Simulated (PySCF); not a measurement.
Working out the excitation energy of N⁺

N⁺ [He] 2s2 2p2 (3P) → N⁺ [He] 2s1 2p2 3d1 (high-spin determinant). All numbers are calculated (PySCF 2.14, the non-relativistic Hamiltonian (point nucleus), in dyall-av2z). Frozen: 1s2; the 8 highest virtual orbitals dropped. Energies in hartree (1 hartree = 27.21139 eV):

```csv
part,N⁺ (lower),N⁺ (upper)
UHF,-53.891659,-52.712625
CCSD correlation,-0.085535,-0.027811
(T),-0.001079,-0.003096
```

Q: What does Hartree-Fock give?

A: (-52.712625) − (-53.891659) = 1.179034 hartree = 32.083 eV.

Q: What do CCSD and CCSD(T) give?

A: The CCSD correlation energies differ by 0.057724 hartree = 1.571 eV and the triples by -0.002017 hartree = -0.055 eV, so CCSD gives 33.654 eV and CCSD(T) 33.599 eV.

One determinant mixes LS terms, so it does not stand for a single term.

The upper state lies above the first ionisation limit, but in LS coupling its spin forbids autoionisation to the ground ion. A Rydberg-like electron needs more diffuse functions than a valence basis has.

A double-zeta basis recovers only part of the correlation energy.

The coupled-cluster amplitudes are large, so a single reference is strained.
